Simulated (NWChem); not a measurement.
System: AlH$_{2}$SOF; SMILES [OH][Al]([F])[SH]

Output (shortened):

```
             Northwest Computational Chemistry Package (NWChem) 7.3.0
             --------------------------------------------------------

 CS  symmetry detected

                             Geometry "geometry" -> ""
                             -------------------------

 Output coordinates in angstroms (scale by  1.889725989 to convert to a.u.)

  No.       Tag          Charge          X              Y              Z
 ---- ---------------- ---------- -------------- -------------- --------------
    1 Al                  13.0000    -0.01767424    -0.44198398     0.00000000
    2 F                    9.0000    -1.43184930    -1.31081737     0.00000000
    3 O                    8.0000     1.48955198    -1.20233528     0.00000000
    4 H                    1.0000     1.65695962    -2.14580107     0.00000000
    5 S                   16.0000    -0.10629024     1.71870340     0.00000000
    6 H                    1.0000     1.24367713     1.80837685     0.00000000

 Effective nuclear repulsion energy (a.u.)     199.6261736681

      Symmetry information
      --------------------

 Group name             Cs
 Group number              2
 Group order               2
 No. of unique centers     6

  xc_inp: hfexch multiplicative factor not found.

                                 NWChem DFT Module
                                 -----------------

 Summary of "ao basis" -> "ao basis" (spherical)
 ------------------------------------------------------------------------------
       Tag                 Description            Shells   Functions and Types
 ---------------- ------------------------------  ------  ---------------------
 Al                         6-31+g*                 10       22   5s4p1d
 F                          6-31+g*                  8       18   4s3p1d
 O                          6-31+g*                  8       18   4s3p1d
 H                          6-31+g*                  2        2   2s
 S                          6-31+g*                 10       22   5s4p1d

      Symmetry analysis of basis
      --------------------------

        a'         62
        a"         22

            General Information
            -------------------
          SCF calculation type: DFT
          Wavefunction type:  closed shell.
          No. of atoms     :     6
          No. of electrons :    48
           Alpha electrons :    24
            Beta electrons :    24
          Charge           :     0
          Spin multiplicity:     1
          Use of symmetry is: on ; symmetry adaption is: on
          Maximum number of iterations: 150
          AO basis - number of functions:    84
                     number of shells:    40
          Convergence on energy requested:  1.00D-06
          Convergence on density requested:  1.00D-05
          Convergence on gradient requested:  5.00D-04

              XC Information
              --------------
                     Hartree-Fock (Exact) Exchange  1.000

      Superposition of Atomic Density Guess
      -------------------------------------

 Sum of atomic energies:        -814.44656346

      Non-variational initial energy
      ------------------------------

 Total energy =    -815.104411
 1-e energy   =   -1526.181613
 2-e energy   =     511.451028
 HOMO         =      -0.346271
 LUMO         =      -0.049825

      Symmetry analysis of molecular orbitals - initial
      -------------------------------------------------

  Numbering of irreducible representations:

     1 a'          2 a"

  Orbital symmetries:

     1 a'          2 a'          3 a'          4 a'          5 a'
     6 a'          7 a'          8 a"          9 a'         10 a'
    11 a'         12 a"         13 a'         14 a'         15 a'
    16 a'         17 a'         18 a'         19 a"         20 a'
    21 a'         22 a"         23 a'         24 a"         25 a'
    26 a"         27 a'         28 a'         29 a'         30 a'
    31 a"         32 a'         33 a'         34 a"

     ---------------------------------------------
      Total Density - Mulliken Population Analysis
     ---------------------------------------------

    Atom       Charge   Shell Charges
 -----------   ------   -------------------------------------------------------
    1 Al  13    11.77   2.00  2.00  5.97  0.60  0.61  0.21  0.21 -0.03  0.01  0.18
    2 F    9     9.61   2.00  0.95  3.52  1.05  2.15 -0.12  0.05  0.01
    3 O    8     9.01   2.00  0.93  3.20  0.97  2.03 -0.19  0.06  0.01
    4 H    1     0.39   0.36  0.03
    5 S   16    16.50   2.00  2.00  5.98  1.32  3.12  0.54  1.48 -0.02  0.05  0.02
    6 H    1     0.73   0.39  0.34

   convergence    iter        energy       DeltaE   RMS-Dens  Diis-err
 ---------------- ----- ----------------- --------- --------- ---------
 d= 0,ls=0.0,diis     1   -814.9660485134 -1.01D+03  9.29D-03  8.92D-01
 d= 0,ls=0.0,diis     2   -815.0353521626 -6.93D-02  3.01D-03  3.60D-01
 d= 0,ls=0.0,diis     3   -815.0661970359 -3.08D-02  1.12D-03  3.57D-03
 d= 0,ls=0.0,diis     4   -815.0671033145 -9.06D-04  3.44D-04  2.10D-04
 d= 0,ls=0.0,diis     5   -815.0671724784 -6.92D-05  1.16D-04  2.59D-05
  Resetting Diis
 d= 0,ls=0.0,diis     6   -815.0671791348 -6.66D-06  4.58D-05  4.11D-06
 d= 0,ls=0.0,diis     7   -815.0671801294 -9.95D-07  7.26D-06  2.56D-07

         Total DFT energy =     -815.067180129428
      One electron energy =    -1529.540223444744
           Coulomb energy =      577.249230268128
    Exchange-Corr. energy =      -62.402360620929
 Nuclear repulsion energy =      199.626173668117

 Numeric. integr. density =        0.000000000000

                  Occupations of the irreducible representations
                  ----------------------------------------------

                     irrep           alpha         beta
                     --------     --------     --------
                     a'               19.0         19.0
                     a"                5.0          5.0

                       DFT Final Molecular Orbital Analysis
                       ------------------------------------

 Vector   22  Occ=2.000000D+00  E=-5.256399D-01  Symmetry=a"
              MO Center=  1.4D+00, -1.2D+00,  5.6D-16, r^2= 8.7D-01
   Bfn.  Coefficient  Atom+Function         Bfn.  Coefficient  Atom+Function
  ----- ------------  ---------------      ----- ------------  ---------------
    45      0.598059  3 O  pz                49      0.453409  3 O  pz
     9      0.102019  1 Al pz                53      0.078728  3 O  pz
    27     -0.055966  2 F  pz                21     -0.051212  1 Al d  1
     5     -0.049108  1 Al pz                31     -0.039878  2 F  pz
    69      0.037537  5 S  pz

 Vector   23  Occ=2.000000D+00  E=-4.611149D-01  Symmetry=a'
              MO Center= -1.1D-01,  1.6D+00,  6.2D-17, r^2= 1.9D+00
   Bfn.  Coefficient  Atom+Function         Bfn.  Coefficient  Atom+Function
  ----- ------------  ---------------      ----- ------------  ---------------
    68      0.558427  5 S  py                 8     -0.254421  1 Al py
    72      0.243324  5 S  py                64     -0.215308  5 S  py
    67     -0.207857  5 S  px                66      0.202856  5 S  s
     6     -0.198437  1 Al s                 70      0.179296  5 S  s
     4      0.100155  1 Al py                 2      0.089063  1 Al s

 Vector   24  Occ=2.000000D+00  E=-3.963776D-01  Symmetry=a"
              MO Center= -8.5D-02,  1.6D+00, -4.8D-16, r^2= 1.8D+00
   Bfn.  Coefficient  Atom+Function         Bfn.  Coefficient  Atom+Function
  ----- ------------  ---------------      ----- ------------  ---------------
    69      0.656145  5 S  pz                73      0.408749  5 S  pz
    65     -0.248010  5 S  pz                 9      0.093721  1 Al pz
    45     -0.062332  3 O  pz                19      0.058871  1 Al d -1
    13      0.052348  1 Al pz                49     -0.050566  3 O  pz
     5     -0.037938  1 Al pz                27     -0.031650  2 F  pz

 Vector   25  Occ=0.000000D+00  E= 3.229914D-02  Symmetry=a'
              MO Center=  4.6D-01, -9.0D-01, -1.8D-14, r^2= 1.3D+01
   Bfn.  Coefficient  Atom+Function         Bfn.  Coefficient  Atom+Function
  ----- ------------  ---------------      ----- ------------  ---------------
    14      3.708479  1 Al s                 74     -1.721781  5 S  s
    10     -1.424999  1 Al s                 12      0.983218  1 Al py
    76      0.830473  5 S  py                15      0.333975  1 Al px
    51     -0.298287  3 O  px                11     -0.241960  1 Al px
    70     -0.191454  5 S  s                 46     -0.173098  3 O  s

 Vector   26  Occ=0.000000D+00  E= 6.140412D-02  Symmetry=a"
              MO Center= -6.0D-02, -8.6D-01,  7.5D-13, r^2= 1.4D+01
   Bfn.  Coefficient  Atom+Function         Bfn.  Coefficient  Atom+Function
  ----- ------------  ---------------      ----- ------------  ---------------
    17      1.769233  1 Al pz                13     -0.553161  1 Al pz
    77     -0.344185  5 S  pz                 9      0.210473  1 Al pz
    53     -0.142765  3 O  pz                69     -0.128144  5 S  pz
    35     -0.107720  2 F  pz                73     -0.101042  5 S  pz
    45     -0.098364  3 O  pz                27     -0.077760  2 F  pz

 Vector   27  Occ=0.000000D+00  E= 6.418390D-02  Symmetry=a'
              MO Center=  5.8D-02, -7.5D-01,  4.3D-15, r^2= 1.8D+01
   Bfn.  Coefficient  Atom+Function         Bfn.  Coefficient  Atom+Function
  ----- ------------  ---------------      ----- ------------  ---------------
    74     -2.944439  5 S  s                 16      2.851070  1 Al py
    14      2.285410  1 Al s                 76      1.063760  5 S  py
    10      0.849017  1 Al s                 12     -0.831278  1 Al py
    15     -0.692652  1 Al px                11      0.349428  1 Al px
    50     -0.278535  3 O  s                 51      0.194987  3 O  px

[...]
```

Level: Hartree-Fock/6-31+G* (spherical d). Structure relaxed at the PBE0/def2-SVP level.

### Question
Reconstruct the input file.

### Answer
This is not unique; one that fits is the input that was run:
```
start job
memory heap 200 mb stack 900 mb global 1100 mb
geometry units angstroms noautoz
  Al     0.085722    -0.423319     0.000000
  F     -1.219056    -1.449144     0.000000
  O      1.670445    -1.005142     0.000000
  H      1.945329    -1.923070     0.000000
  S     -0.250991     1.712810     0.000000
  H      1.079684     1.957263     0.000000
end
basis spherical
  * library 6-31+g*
end
dft
  xc hfexch
  iterations 150
  mulliken
end
task dft energy
```
